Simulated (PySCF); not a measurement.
**A survey of ¹⁵N NMR shifts**

PySCF 2.14 calculation with structure optimised with GFN2-xTB and shielding tensors at PBE0/pcSseg-1 (GIAO); no relativistic terms, one conformer, equivalent nuclei averaged, no solvent.

Shieldings were converted by a linear fit to measured shifts: ¹⁵N: δ = -148.07 − 0.921σ (rms 6.3 ppm, 71 shifts vs CH3NO2, solution or neat liquid). Occasional misses reach two or three times the rms, and more in compound classes unlike the fitted ones.

(1) Give the ¹⁵N shifts of `CSc1nnn2ccccc12`.

(2) Order these by ¹⁵N shift, lowest first.
A. O=COc1cncs1
B. C#C[C@@H]1C[C@H]1[SiH2]N
C. CCNc1ccccc1
D. C/C=N/[C@@H]1C=C[SiH2]1

Answers

(1) 
```tsv
compound	environment	δ (ppm)
[CH3:1][S:2][c:3]1[n:4][n:5][n:6]2[cH:7][cH:8][cH:9][cH:10][c:11]12	N4: pyridine-type nitrogen of an azole	-48.5
[CH3:1][S:2][c:3]1[n:4][n:5][n:6]2[cH:7][cH:8][cH:9][cH:10][c:11]12	N5: pyridine-type nitrogen of an azole	-54.3
[CH3:1][S:2][c:3]1[n:4][n:5][n:6]2[cH:7][cH:8][cH:9][cH:10][c:11]12	N6: pyrrole-type ring nitrogen	-129.8
```

(2) B (-395.4 ppm, nitrogen bonded to Si, 2 H), C (-306.0 ppm, aniline-type nitrogen), A (-59.7 ppm, pyridine-type nitrogen of an azole), D (-39.6 ppm, imine nitrogen).
